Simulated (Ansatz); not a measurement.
Start from `[CH3][Zr]12345678([OH])([C@H]9[C@@H]1[C@@H]2[C@@H]3[C@H]94)[C@H]1[C@@H]5[C@@H]6[C@@H]7[C@H]18` and change one atom or group to get `[OH][Zr]12345678([OH])([C@H]9[C@@H]1[C@@H]2[C@@H]3[C@H]94)[C@H]1[C@@H]5[C@@H]6[C@@H]7[C@H]18`.

Ansatz, PBE0-D4/def2-TZVP geometries, multiplicity 1. Each molecule was computed in one conformer, which needn't be the lowest.

Elements past krypton have def2 core potentials.

```tsv
property	`[CH3][Zr]12345678([OH])([C@H]9[C@@H]1[C@@H]2[C@@H]3[C@H]94)[C@H]1[C@@H]5[C@@H]6[C@@H]7[C@H]18`
HOMO–LUMO gap (ωB97M-V/def2-TZVPP) / eV	9.78
HOMO energy (ωB97M-V/def2-TZVPP) / eV	-8.75
LUMO energy (PBE0/def2-TZVPP) / eV	-0.58
size of the dipole moment (B3LYP/def2-TZVPP) / D	1.98
LUMO energy (PBE/def2-TZVPP) / eV	-1.50
size of the dipole moment (ωB97M-V/def2-TZVPP) / D	2.06
```

(1) What does the change do to each property? (Best estimate.)

## Answers

(1) The calculation gave: 
```json
{"property": "HOMO–LUMO gap (ωB97M-V/def2-TZVPP) / eV", "`[OH][Zr]12345678([OH])([C@H]9[C@@H]1[C@@H]2[C@@H]3[C@H]94)[C@H]1[C@@H]5[C@@H]6[C@@H]7[C@H]18`": "9.85", "shift": "0.07"}
{"property": "HOMO energy (ωB97M-V/def2-TZVPP) / eV", "`[OH][Zr]12345678([OH])([C@H]9[C@@H]1[C@@H]2[C@@H]3[C@H]94)[C@H]1[C@@H]5[C@@H]6[C@@H]7[C@H]18`": "-8.70", "shift": "0.05"}
{"property": "LUMO energy (PBE0/def2-TZVPP) / eV", "`[OH][Zr]12345678([OH])([C@H]9[C@@H]1[C@@H]2[C@@H]3[C@H]94)[C@H]1[C@@H]5[C@@H]6[C@@H]7[C@H]18`": "-0.28", "shift": "0.30"}
{"property": "size of the dipole moment (B3LYP/def2-TZVPP) / D", "`[OH][Zr]12345678([OH])([C@H]9[C@@H]1[C@@H]2[C@@H]3[C@H]94)[C@H]1[C@@H]5[C@@H]6[C@@H]7[C@H]18`": "1.07", "shift": "-0.91"}
{"property": "LUMO energy (PBE/def2-TZVPP) / eV", "`[OH][Zr]12345678([OH])([C@H]9[C@@H]1[C@@H]2[C@@H]3[C@H]94)[C@H]1[C@@H]5[C@@H]6[C@@H]7[C@H]18`": "-1.17", "shift": "0.33"}
{"property": "size of the dipole moment (ωB97M-V/def2-TZVPP) / D", "`[OH][Zr]12345678([OH])([C@H]9[C@@H]1[C@@H]2[C@@H]3[C@H]94)[C@H]1[C@@H]5[C@@H]6[C@@H]7[C@H]18`": "1.13", "shift": "-0.93"}
```

Dipoles are sizes alone; their direction can turn.

B3LYP here is the variant with VWN-RPA as its local correlation; programs differ in this.

Positive LUMOs are unbound, so they and the gaps depend on the basis.
